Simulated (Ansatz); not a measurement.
CH₆Al₂O. The species carries charge 0 and has multiplicity 1. The bonds changed during the relaxation, so this is another structure than the one it started from.

```csv
atom,x (Å),y (Å),z (Å)
Al1,-0.553,-1.588,0.723
C2,0.013,0.309,0.769
O3,-0.061,-0.378,-0.590
Al4,0.475,1.145,-1.268
H5,0.563,-2.675,1.003
H6,-2.109,-1.873,0.742
H7,-0.735,1.099,0.859
H8,1.042,0.561,1.034
H9,-0.661,2.113,-1.769
H10,2.026,1.287,-1.500
```

(1) List the harmonic frequencies (cm⁻¹, unscaled) at PBE0-D4/def2-TZVP in Ansatz. (Best estimate.)

(2) Is this a minimum?

(3) Give the ideal-gas thermochemistry at 298.15 K and 1 bar (rigid rotor, harmonic oscillator; point group Cs, symmetry number 1).

(4) And at 400, 500, 600, 800 and 1000 K?

Results:

(1) The calculation gave: 55, 218, 281, 360, 370, 483, 522, 534, 608, 624, 732, 750, 753, 808, 824, 932, 1138, 1436, 1933, 1939, 1964, 1978, 3056, 3169.

(2) Yes, all 24 modes are real.

(3) Zero-point energy 152.3 kJ/mol; H(298) − E = 172.6 kJ/mol; entropy 332.4 J/(mol·K), of which translation 164.7, rotation 107.3, vibration 60.4; G(298) − E = 73.5 kJ/mol. Modes under 100 cm⁻¹ are hindered rotations or soft bends, so the harmonic entropy is rough.

(4) 
```tsv
T (K)	H − E (kJ/mol)	S (J/mol/K)	G − E (kJ/mol)
400	185.1	368.3	37.8
500	199.2	399.8	-0.7
600	214.8	428.1	-42.1
800	249.1	477.3	-132.8
1000	286.5	519.0	-232.5
```
